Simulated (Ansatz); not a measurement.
Basis sets compared for the cluster MgAg6⁺. Total charge 1; doublet. Geometry PBE-D4/def2-SVP. Ansatz on 4 threads of Arm Neoverse V1 on a shared host; times are rough, and most runs start from earlier orbitals.

```xyz
7

Mg   -1.4013   -1.2793    0.0437
Ag    1.4040    1.7101   -0.9139
Ag    0.1404    1.2240    1.5047
Ag   -1.3468    1.3507   -0.8897
Ag   -0.1069   -0.7181   -2.2744
Ag    1.3652   -0.8779    0.1097
Ag   -0.0545   -1.4095    2.4198
```

In the def2 sets Ag takes a core potential; there is no spin–orbit coupling. No other spin state of charge 1 was run. Another isomer (doublet) lies 0.14 eV lower at PBE0-D4/def2-TZVP; other spin states weren't run for this one.

```tsv
level	functions	energy (Eh)	HOMO (eV)	LUMO (eV)	wall time
PBE-D4/def2-SVP	204	-1081.6970	-8.60	-8.27	12 s
PBE0-D4/def2-SVP	204	-1081.5905	-9.03	-7.40	22 s
```

**Question.** Estimate the rows for PBE-D4/def2-TZVP (with forces), PBE0-D4/def2-TZVP.

**Answer.** 
| level | functions | energy (Eh) | HOMO (eV) | LUMO (eV) | wall time |
| --- | --- | --- | --- | --- | --- |
| PBE-D4/def2-TZVP (with forces) | 272 | -1082.0014 | -8.61 | -8.28 | 17 s |
| PBE0-D4/def2-TZVP | 272 | -1081.8848 | -9.03 | -7.39 | 28 s |
